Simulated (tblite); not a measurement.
Species: C₇H₉O₂ (doublet state).
SMILES with atom numbers: `[CH3:1][C:2](=[O:3])[C:4]1[CH2:5][CH2:6][CH2:7][C:8]1=[O:9]` (hydrogens: H10, H11, H12 on C1; H13, H14 on C5; H15, H16 on C6; H17, H18 on C7)
Bond orders are those of one Lewis drawing.

Computed with GFN2-xTB (tblite), gas phase: L-BFGS steps from a force-field or distance-geometry start until the largest atomic force falls under 0.01 eV/Å.

The end geometry, which sets the zero of energy:
```
atom  x, y, z in Å
C1      2.7268    0.2045   -0.2299
C2      1.6316   -0.7786    0.0659
O3      1.8481   -1.9587    0.3032
C4      0.2686   -0.2707    0.0609
C5     -0.8828   -1.1384    0.3782
C6     -2.1226   -0.3486   -0.0534
C7     -1.6823    1.1140   -0.0163
C8     -0.1723    1.0882   -0.1928
O9      0.5159    2.0508   -0.4739
H10     3.6888   -0.3006   -0.2094
H11     2.5612    0.6576   -1.2053
H12     2.7113    1.0098    0.5017
H13    -0.7850   -2.1198   -0.0930
H14    -0.8957   -1.3343    1.4583
H15    -2.9792   -0.5429    0.5894
H16    -2.3935   -0.6288   -1.0724
H17    -1.8943    1.5685    0.9547
H18    -2.1535    1.7340   -0.7776
```

Question: These geometries come from the run, each turned onto the end geometry. Order them by energy, lowest first.
A.
```
atom  x, y, z in Å
C1      2.7280    0.1873   -0.2797
C2      1.6258   -0.7650    0.0794
O3      1.8380   -1.9417    0.3381
C4      0.2668   -0.2531    0.1049
C5     -0.8850   -1.1233    0.4162
C6     -2.1056   -0.3596   -0.1063
C7     -1.6961    1.1090   -0.0004
C8     -0.1808    1.1059   -0.1318
O9      0.5041    2.0811   -0.3735
H10     3.6722   -0.3496   -0.3027
H11     2.5325    0.6402   -1.2485
H12     2.7780    0.9956    0.4455
H13    -0.7533   -2.1260    0.0059
H14    -0.9468   -1.2518    1.5050
H15    -3.0090   -0.5894    0.4547
H16    -2.2793   -0.6244   -1.1508
H17    -1.9455    1.5174    0.9826
H18    -2.1528    1.7535   -0.7501
```
B.
```
atom  x, y, z in Å
C1      2.7480    0.1870   -0.2867
C2      1.6360   -0.7588    0.0745
O3      1.8621   -1.9325    0.3391
C4      0.2668   -0.2591    0.1018
C5     -0.8955   -1.1236    0.4219
C6     -2.1142   -0.3586   -0.0981
C7     -1.7053    1.1058    0.0087
C8     -0.1850    1.1038   -0.1277
O9      0.4938    2.0810   -0.3701
H10     3.6924   -0.3527   -0.3058
H11     2.5702    0.6444   -1.2564
H12     2.8103    0.9909    0.4415
H13    -0.8068   -2.1288    0.0088
H14    -0.9526   -1.2536    1.5094
H15    -3.0313   -0.5931    0.4436
H16    -2.2498   -0.6080   -1.1504
H17    -1.9720    1.5292    0.9794
H18    -2.1758    1.7327   -0.7455
```
C.
```
atom  x, y, z in Å
C1      2.7592    0.1975   -0.2890
C2      1.6465   -0.7653    0.0657
O3      1.8788   -1.9202    0.3390
C4      0.2645   -0.2651    0.0930
C5     -0.8908   -1.1280    0.4355
C6     -2.0986   -0.3502   -0.0973
C7     -1.7235    1.1216    0.0166
C8     -0.2131    1.1001   -0.1266
O9      0.4826    2.0649   -0.3644
H10     3.7029   -0.3468   -0.3083
H11     2.5789    0.6260   -1.2741
H12     2.8254    0.9830    0.4652
H13    -0.8349   -2.1251   -0.0063
H14    -0.9614   -1.2524    1.5279
H15    -3.0141   -0.5814    0.4298
H16    -2.2431   -0.6032   -1.1513
H17    -1.9778    1.5311    1.0031
H18    -2.1904    1.7196   -0.7700
```
D.
```
atom  x, y, z in Å
C1      2.7157    0.1986   -0.2654
C2      1.6312   -0.7791    0.0818
O3      1.8548   -1.9559    0.3288
C4      0.2698   -0.2679    0.1027
C5     -0.8870   -1.1330    0.4088
C6     -2.1079   -0.3523   -0.0876
C7     -1.6818    1.1117   -0.0055
C8     -0.1686    1.0931   -0.1481
O9      0.5231    2.0592   -0.4073
H10     3.6767   -0.3082   -0.2842
H11     2.5083    0.6486   -1.2341
H12     2.7338    1.0078    0.4617
H13    -0.7723   -2.1269   -0.0298
H14    -0.9413   -1.2932    1.4937
H15    -3.0036   -0.5644    0.4920
H16    -2.3049   -0.6198   -1.1264
H17    -1.9194    1.5401    0.9710
H18    -2.1353    1.7478   -0.7636
```
E.
```
atom  x, y, z in Å
C1      2.7387    0.1880   -0.2840
C2      1.6319   -0.7672    0.0780
O3      1.8441   -1.9423    0.3407
C4      0.2674   -0.2529    0.1061
C5     -0.8861   -1.1252    0.4172
C6     -2.1091   -0.3606   -0.1013
C7     -1.7017    1.1087    0.0044
C8     -0.1879    1.1083   -0.1302
O9      0.5016    2.0798   -0.3712
H10     3.6799   -0.3583   -0.3037
H11     2.5535    0.6514   -1.2518
H12     2.7945    1.0010    0.4385
H13    -0.7761   -2.1334    0.0109
H14    -0.9474   -1.2521    1.5064
H15    -3.0232   -0.5944    0.4447
H16    -2.2700   -0.6180   -1.1508
H17    -1.9579    1.5251    0.9808
H18    -2.1609    1.7482   -0.7464
```

Answer: D (0.003 eV), A (0.006 eV), E (0.012 eV), B (0.023 eV), C (0.073 eV).

In the order of the answer:

```csv
step,E above end (eV),largest force (eV/Å),rms force component (eV/Å),rms distance from end (Å),rms bond change (Å),bond most changed (Å)
33,0.003,0.03,0.008,0.057,0.000,C6–C7 -0.001
13,0.006,0.06,0.018,0.082,0.001,C2–C4 -0.002
8,0.012,0.16,0.045,0.086,0.002,C1–C2 +0.005
5,0.023,0.19,0.060,0.090,0.003,C4–C5 +0.007
1,0.073,1.02,0.232,0.096,0.007,C2–C4 +0.015
```

The cost below is that of the whole relaxation. The run took 0.29 s wall on one thread, Arm Neoverse V2 (aarch64) (shared host).
